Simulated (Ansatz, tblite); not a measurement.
Isomers of Sr5S4 (singlet), found by a short tight-binding search and relaxed with PBE0-D4/def2-SVP in Ansatz.

In the def2 sets Sr takes a core potential; there is no spin–orbit coupling. The xTB rows come from tblite. LC-ωPBE has ω = 0.4 bohr⁻¹. Correlated methods freeze 20 core orbitals; core or outer-core shells of Sr are correlated, in sets that lack core-valence functions.

Run but left out: HF/def2-TZVP (A: restricted singlet, unstable towards broken spin symmetry); BHLYP-D4/def2-TZVP (A: restricted singlet, unstable in another Hartree–Fock run and untested here).

A further structure is left out (at the level of its geometry, restricted singlet, unstable towards broken spin symmetry at other levels and untested here); at PBE0-D4/def2-TZVP its energy lies 0.89 eV above the lowest shown.

A: The restricted singlet is unstable towards broken spin symmetry in Hartree–Fock (as tested in another run); at PBE-D4/def2-SVP, PBE-D4/def2-TZVP, r2SCAN-D4/def2-TZVP, r2SCANh-D4/def2-TZVP and others this wasn't settled. At MP2/def2-TZVP the restricted singlet (for correlated methods, its reference) is unstable: a solution with broken spin symmetry lies lower. B: The restricted singlet is unstable towards broken spin symmetry in Hartree–Fock (as tested in another run); at PBE-D4/def2-SVP, PBE-D4/def2-TZVP, r2SCAN-D4/def2-TZVP, r2SCANh-D4/def2-TZVP and others this wasn't settled. At MP2/def2-TZVP the restricted singlet (for correlated methods, its reference) is unstable: a solution with broken spin symmetry lies lower.

Other spin states weren't relaxed.

A:

Cartesian coordinates in Å:
```
Sr 2.1926 -0.3442 -1.8739
Sr 0.8037 -1.6741 1.4748
Sr 0.7178 2.1634 0.6631
Sr -1.6746 -0.3107 -1.3056
Sr -4.0810 0.2787 1.8400
S -1.2583 0.3090 1.5833
S 0.2337 1.6571 -2.0273
S 0.3230 -2.3182 -1.1861
S 2.7432 0.2389 0.8316
```

B:

```xyz
9

Sr    0.403    1.169    2.599
Sr    2.032    0.226   -0.810
Sr   -0.480   -2.229    1.036
Sr   -0.306   -0.412   -4.320
Sr   -1.778    1.134   -0.626
S     0.586    2.437    0.117
S    -2.025   -0.081    1.912
S     1.938   -1.022    1.722
S    -0.369   -1.222   -1.630
```

Problem. Estimate their order by electronic energy at PBE0-D4/def2-TZVP, counted from the lowest.

Solution. A (0.00) < B (0.01), in eV. Gaps under about 2 kJ/mol are ties within the noise of geometry and basis.

Problem. Do the other levels pick the same lowest one?

Solution. Not GFN1-xTB, GFN2-xTB, PBE-D4/def2-SVP, PBE-D4/def2-TZVP. Energies above each level's lowest (eV):

| level | A | B |
| --- | --- | --- |
| GFN1-xTB | 0.03 | 0.00 |
| GFN2-xTB | 0.64 | 0.00 |
| PBE-D4/def2-SVP | 0.00 | 0.00 |
| PBE-D4/def2-TZVP | 0.00 | 0.00 |
| r2SCAN-D4/def2-TZVP | 0.00 | 0.01 |
| r2SCANh-D4/def2-TZVP | 0.00 | 0.01 |
| PBE0-D4/def2-SVP | 0.00 | 0.01 |
| PBE0-D4/def2-TZVP | 0.00 | 0.01 |
| LC-ωPBE/def2-TZVP | 0.00 | 0.05 |
| RPA@PBE/def2-TZVP | 0.00 | 0.03 |
| MP2/def2-TZVP | 0.00 | 0.02 |
Point groups (tolerance 0.1 Å): A Cs, B Cs. Lower isomers may exist.
